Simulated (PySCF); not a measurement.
## Peak assignment

Mapped SMILES: `[SiH3:1][O:2][C:3]1=[CH:4][CH2:5][CH:6]=[CH:7]/[C:8]1=[CH:9]\[Cl:10]`; H(Xn) means a hydrogen on atom n.

- structure optimised with GFN2-xTB
- shieldings: GIAO PBE0/pcSseg-1
- code: PySCF
- in vacuum, no relativistic terms, averaged over atoms made equivalent by symmetry, fast rotation or ring inversion, a single conformation

Scale: ¹³C (σ = 186.93 ppm) and ¹H (σ = 31.72 ppm) vs TMS (reference shieldings calculated alike).

**Question.** Assign these signals to the numbered atoms. ¹³C{¹H} NMR (computed): δ 154.9 (C), 136.0 (CH), 135.0 (C), 129.7 (CH), 126.0 (CH), 110.4 (CH), 34.1 (CH2).

**Answer.** 
```tsv
δ (ppm)	atoms	environment	reason
154.9	C3	alkene carbon bearing oxygen	an sp2 carbon further deshielded by the attached heteroatom
136.0	C6	alkene CH	an sp2 carbon of a C=C bond
135.0	C8	fully substituted alkene carbon	as expected for a trigonal carbon in a double bond
129.7	C7	alkene CH	as expected for a trigonal carbon in a double bond
126.0	C9	alkene CH	–
110.4	C4	β carbon of an enol-ether or enamine type C=C	the O or N lone pair pushes π density onto this β carbon and shields it
34.1	C5	allylic sp3 CH2	aliphatic region, no heteroatom directly attached
```

C6 and C8 lie closer than the usual error of such a calculation, so a measured spectrum could show them in the other order.

**Question.** Assign these signals to the numbered atoms. ¹H NMR (400 MHz, computed): δ 7.10 (d, 1H), 6.39 (s, 1H), 6.25 (m, 1H), 5.36 (t, 1H), 5.06 (s, 3H), 3.37 (m, 2H).

**Answer.** 
| δ (ppm) | atoms | environment | reason |
| --- | --- | --- | --- |
| 7.10 | H(C7) | hydrogen on an alkene CH | a vinylic proton, deshielded by the sp2 carbon and the C=C anisotropy |
| 6.39 | H(C9) | hydrogen on an alkene CH | – |
| 6.25 | H(C6) | hydrogen on an alkene CH | – |
| 5.36 | H(C4) | hydrogen on a β carbon of an enol-ether or enamine type C=C | a vinylic proton, deshielded by the sp2 carbon and the C=C anisotropy |
| 5.06 | H(Si1) | hydrogen on a silicon bonded to O | – |
| 3.37 | H(C5) | hydrogen on an allylic sp3 CH2 | – |

Carbons that carry Cl, above all several Cl atoms, come out too deshielded, partly because spin–orbit coupling is missing. Shifts are as computed. Against solution values, carbons near 30 ppm lie about +3 ppm off and those near 130 ppm about +5 ppm; carbons on Cl a further +6 ppm. Of 1309 compounds with measured shifts, 239 miss one by over three times the rms of a fit or turn the order of signals round; such compounds aren't used in these exercises. No couplings were computed; multiplicities are counted from neighbouring protons, with m where these are inequivalent, close in shift, in a saturated or five-membered ring or joined by F or P, and br s for small geminal =CH2 splittings.
